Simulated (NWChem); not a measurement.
System: NH$_{4}$ cation; SMILES [NH4+]

All runs: NWChem. Geometry: optimised at PBE0-D3(BJ)/def2-TZVP. Core excitations by TDA in a window of 1s orbitals, non-relativistic and unshifted: absolute energies depend strongly on the exact-exchange share.

Q: Estimate the computed values for N K edge, PBE0/cc-pVTZ. Quantities: first 1s excitation (eV); dipole oscillator strength of the first; first state with f > 0.002 (eV); dipole oscillator strength of that state.

A: 
```json
{
 "first 1s excitation (eV)": "393.7",
 "dipole_oscillator_strength_of_the_first": "0.0000",
 "first state with f > 0.002 (eV)": "395.1",
 "dipole_oscillator_strength_of_that_state": "0.0358"
}
```
